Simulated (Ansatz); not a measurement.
CH9BOSi2 can be A, `[SiH3]BOC[SiH3]`, or B, `C[SiH2]OB[SiH3]`.

Computed with Ansatz on PBE0-D4/def2-TZVP structures; ΔE is electronic, products minus reactants. CCSD(T)/CBS is the MP2 limit (def2-TZVPP, def2-QZVPP) plus CCSD(T) − MP2 in def2-TZVPP, frozen cores. DFT in def2-TZVPP. B3LYP here is the variant with VWN-RPA as its local correlation; programs differ in this. Each species was taken in one conformer, which may not be the lowest.

(1) Which isomer does CCSD(T)/CBS put lower? Give the gap. (An estimate is asked.)

(2) Give E(B) − E(A) in kJ/mol with CCSD/def2-TZVPP, B3LYP-D4, CCSD(T)/def2-TZVPP, PBE0-D4, MP2/def2-TZVPP, PBE-D4, B3LYP. (An estimate is asked.)

Largest T1 diagnostic: 0.015.

Answers

(1) Computed: B, by 201.2 kJ/mol.

(2) The calculation gave: CCSD/def2-TZVPP -201.1, B3LYP-D4 -195.8, CCSD(T)/def2-TZVPP -197.6, PBE0-D4 -190.7, MP2/def2-TZVPP -207.4, PBE-D4 -181.3, B3LYP -196.7. None reverses the order clearly.

In def2-TZVPP, CCSD(T) changes the Hartree–Fock value by +17.3 kJ/mol (the triples alone add +3.5 kJ/mol) and MP2 by +7.5 kJ/mol. From PBE to PBE0 (25 % exact exchange), in def2-TZVPP and without D4, E(B) − E(A) moves by −9.3 kJ/mol.
